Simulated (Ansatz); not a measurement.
A nudged elastic band was laid between two geometries of CH$_{5}$ClFSbSn (10 atoms, charge 0, multiplicity 1).

These are results of RKS PBE0/def2-SVP (Ansatz 0.2.0), not measurements.

| Property | Result |
| --- | --- |
| movable images | 9 |
| climbing image | yes |
| spring | 5.0 eV/Å² |
| optimiser | quadratic models (default) |
| start path | through a guess of the saddle point |
| force threshold | 0.05 eV/Å |
| iteration limit | 43 |
| end points | relaxed |

Initial state:

```xyz
10
Properties=species:S:1:pos:R:3
F -1.127 1.942 0.453
Sb 0.165 1.332 1.788
Cl -1.234 -0.270 2.845
C 1.014 -0.081 0.424
Sn -0.265 -0.460 -1.296
H 1.177 -1.026 0.966
H 1.989 0.294 0.071
H -1.857 -0.822 -0.805
H -0.200 0.871 -2.365
H 0.420 -1.832 -2.078
```

Final state:

```xyz
10
Properties=species:S:1:pos:R:3
F -1.913 0.779 0.997
Sb -0.328 0.602 2.128
Cl 0.728 2.629 1.479
C 0.681 -0.574 0.653
Sn -0.231 -0.409 -1.317
H 0.674 -1.631 0.965
H 1.727 -0.231 0.596
H -1.680 -1.313 -1.353
H -0.472 1.224 -1.742
H 0.896 -1.126 -2.402
```

(1) Which bonds break or form, and what moves?

(2) Give the energies along the band, and the barrier.

(3) What is the geometry of the highest image?

(4) What are the harmonic wavenumbers there?

Answers

(1) No bond is made or broken. The height of Sb2 over the plane of its neighbours goes from -1.14 to 1.14 Å. The two ends are copies of one structure, up to a mirror image or an exchange of like atoms. The height can change sign by an inversion or by a turn that exchanges like atoms.

(2) It converged. The highest image is number 6 of 0 to 10, 1.40 eV above the ends, which have the same energy within 2 meV. A vibrational analysis at the climbing image gives one clearly imaginary mode, 138i cm⁻¹: a first-order saddle point.

| image | path coordinate (Å) | energy (eV) | height of Sb2 over the plane of its neighbours (Å) |
| --- | --- | --- | --- |
| 0 | 0.00 | 0.00 | -1.14 |
| 1 | 1.05 | 0.01 | -1.13 |
| 2 | 2.09 | 0.04 | -1.13 |
| 3 | 3.14 | 0.07 | -1.13 |
| 4 | 4.19 | 0.13 | -1.11 |
| 5 | 5.24 | 0.57 | -0.92 |
| 6 | 6.28 | 1.40 | -0.05 |
| 7 | 6.89 | 0.95 | 0.62 |
| 8 | 7.50 | 0.31 | 0.99 |
| 9 | 8.12 | 0.02 | 1.12 |
| 10 | 8.73 | 0.00 | 1.14 |

(3) 
```xyz
10
Properties=species:S:1:pos:R:3
F -2.121 0.699 0.660
Sb -0.414 1.299 1.575
Cl 1.815 1.657 2.625
C 0.334 -0.461 0.679
Sn -0.095 -0.351 -1.466
H -0.305 -1.296 1.014
H 1.390 -0.641 0.914
H -1.507 -1.246 -1.796
H -0.280 1.292 -1.920
H 1.266 -1.003 -2.282
```

(4) 138i, 25, 73, 141, 160, 216, 306, 408, 442, 503, 523, 601, 677, 705, 724, 736, 889, 967, 1340, 1929, 1933, 1974, 3090, 3215 cm⁻¹.

The run took 17 min on 2 threads of Intel(R) Xeon(R) Platinum 8488C (Sapphire Rapids) (shared host), peak memory 0.41 GiB.
